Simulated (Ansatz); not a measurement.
Relaxation of CH₈GeInP (12 atoms, charge 0, multiplicity 1), to a largest force component of 0.015 eV/Å in at most 40 steps.

Level of theory: Ansatz 0.2.0, RKS PBE-D4/def2-SVP.

```xyz
12
Properties=species:S:1:pos:R:3
P -1.165 0.880 -2.165
In 0.970 1.123 -0.701
C 0.751 0.542 0.611
Ge 0.111 -1.179 1.099
H -1.940 1.092 -0.950
H -1.252 -0.510 -2.111
H 1.052 0.932 -1.613
H 0.200 1.363 1.059
H 1.823 0.633 1.059
H -1.419 -1.280 0.607
H 0.877 -2.313 0.479
H 0.068 -1.339 2.661
```

**Question.** Where does it end, and by what steps?

**Answer.** The run converged. The force dipped under the threshold on the way, but the program's further checks kept it going. After 22 steps the energy has fallen by 26.384 eV; H6 moved furthest, 1.47 Å. The start is strongly strained (largest force component 66 eV/Å), so its close contacts needn't be bonds. Parted: In2–H8 (1.94 → 2.75 Å).

| step | energy less start (eV) | largest force component (eV/Å) | accepted |
| --- | --- | --- | --- |
| 0 | 0.0000 | 65.955 | yes |
| 1 | -14.0044 | 24.261 | yes |
| 2 | -19.9132 | 11.768 | yes |
| 3 | -22.6356 | 5.649 | yes |
| 4 | -24.2037 | 2.748 | yes |
| 5 | -25.2739 | 1.601 | yes |
| 6 | -25.9007 | 0.815 | yes |
| 7 | -26.1671 | 0.668 | yes |
| 8 | -26.2845 | 0.160 | yes |
| 9 | -26.3185 | 0.117 | yes |
| 10 | -26.3331 | 0.134 | yes |
| 11 | -26.3386 | 0.520 | yes |
| 12 | -26.3518 | 0.236 | yes |
| 13 | -26.3602 | 0.161 | yes |
| 14 | -26.3717 | 0.126 | yes |
| 15 | -26.3792 | 0.043 | yes |
| 16 | -26.3800 | 0.226 | yes |
| 17 | -26.3821 | 0.121 | yes |
| 18 | -26.3836 | 0.067 | yes |
| 19 | -26.3840 | 0.013 | yes |
| 20 | -26.3840 | 0.025 | yes |
| 21 | -26.3841 | 0.022 | yes |
| 22 | -26.3841 | 0.005 | yes |

```xyz
12
Properties=species:S:1:pos:R:3
P -1.696 1.318 -2.101
In 0.638 0.850 -1.219
C 0.828 0.542 0.942
Ge 0.137 -1.209 1.510
H -2.274 0.301 -1.256
H -1.526 0.420 -3.216
H 2.019 0.857 -2.293
H 0.238 1.330 1.455
H 1.890 0.640 1.242
H -1.373 -1.320 1.162
H 0.886 -2.353 0.767
H 0.310 -1.431 3.041
```

Run time: 2.3 min on 2 threads of Arm Neoverse N1 (shared host), peak memory 0.19 GiB.
